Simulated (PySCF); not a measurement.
**Steps of a relaxation of [OsO2F2]2+**

[OsO2F2]2+ (singlet). PySCF 2.14.0, RKS PBE, Os def2-SVP with ECP60, O def2-SVP, F def2-SVP; non-relativistic Hamiltonian with scalar-relativistic core potentials where named; density fitting; no spin-orbit coupling. Origin of the start: template. Columns: position (Å) and force (eV/Å). Energies are counted from the last step; some of the 7 steps are shown. Forces carry noise of the integration grid, about 0.01 to 0.03 eV/Å.

Run from Python with OMP_NUM_THREADS=2. Where DIIS fails, smearing, a level shift and second-order steps follow.
It took 19 s on 2 threads of Arm Neoverse V1, with other jobs on the host, from the converged density of the start.

```xyz
5
step 0  E = 4.451 eV
Os    0.0000    0.0000    0.0379     0.00    0.00  -21.35
O     0.8459    0.8459    0.8838    12.81   12.81   13.95
O    -0.8459   -0.8459    0.8838   -12.81  -12.81   13.95
F     0.9732   -0.9732   -0.9353     3.65   -3.65   -3.28
F    -0.9732    0.9732   -0.9353    -3.65    3.65   -3.28
```

```xyz
5
step 2  E = 0.054 eV
Os    0.0000    0.0000   -0.0381     0.00    0.00    0.63
O     0.9518    0.9518    0.9872    -0.77   -0.77   -0.81
O    -0.9518   -0.9518    0.9872     0.77    0.77   -0.81
F     1.0852   -1.0852   -1.0008    -0.44    0.44    0.50
F    -1.0852    1.0852   -1.0008     0.44   -0.44    0.50
```

```xyz
5
step 4  E = 0.001 eV
Os    0.0000    0.0000   -0.0446     0.00    0.00   -0.12
O     0.9364    0.9364    0.9682     0.03    0.03    0.03
O    -0.9364   -0.9364    0.9682    -0.03   -0.03    0.03
F     1.0800   -1.0800   -0.9785     0.03   -0.03    0.03
F    -1.0800    1.0800   -0.9785    -0.03    0.03    0.03
```

Where does the relaxation end?

It converges at step 6 in C2v:
```xyz
5
step 6  E = 0
Os    0.0000    0.0000   -0.0525
O     0.9361    0.9361    0.9623
O    -0.9361   -0.9361    0.9623
F     1.0883   -1.0883   -0.9687
F    -1.0883    1.0883   -0.9687
```

How did the contacts change?


```tsv
contact	start (Å)	end (Å)
Os1–O2 (O)	1.465	1.668
Os1–O3 (O)	1.465	1.668
Os1–F4 (F)	1.686	1.791
Os1–F5 (F)	1.686	1.791
```
